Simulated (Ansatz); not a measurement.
Spectroscopic constants of InI, closed-shell singlet (the spin of the measured ground state). No spin–orbit coupling.

D_e counts from the fitted minimum to each atom's lowest state at the same level, without counterpoise. The singlet is restricted.

Programs: Ansatz (Gaussian basis) for Hartree–Fock, density functionals and correlated methods.  In def2 rows elements past Kr take small-core potentials, without spin–orbit coupling.

Q: One of these levels gives 412.9 kJ/mol for the bond energy D_e. Name it.
A) PBE/def2-TZVPP
B) BHLYP/def2-TZVPP
C) SVWN5/def2-TZVPP

A: C, SVWN5/def2-TZVPP. The others give 362.2 (PBE/def2-TZVPP), 332.8 (BHLYP/def2-TZVPP)

Ansatz is a quantum-chemistry and plane-wave program.
